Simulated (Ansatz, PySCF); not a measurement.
Species: sum formula SiNH2F3, net charge 0, singlet state. 
Structure (B3LYP-D3(BJ)/def2-TZVP (Ansatz, a program for electronic structure) minimum search):
```
Si
F 1 1.5799
F 1 1.5800 2 110.22
F 1 1.5842 2 105.79 3 113.78
N 1 1.6754 2 109.54 4 125.43
H 5 1.0060 1 122.55 2 160.13
H 5 1.0060 6 112.94 1 -163.97
```

Dipole moments at this geometry, in debye (magnitudes).

```json
[
 {"level": "HF/def2-TZVPD", "program": "PySCF", "dipole (D)": "2.97"},
 {"level": "PBE/def2-TZVPD", "program": "Ansatz", "dipole (D)": "2.78"},
 {"level": "HSE06/def2-TZVPD", "program": "Ansatz", "dipole (D)": "2.85"},
 {"level": "wB97M-V/def2-TZVPD", "program": "Ansatz", "dipole (D)": "2.83"},
 {"level": "CCSD(T)/aug-cc-pV(D+d)Z", "program": "Ansatz", "dipole (D)": "2.84"}
]
```
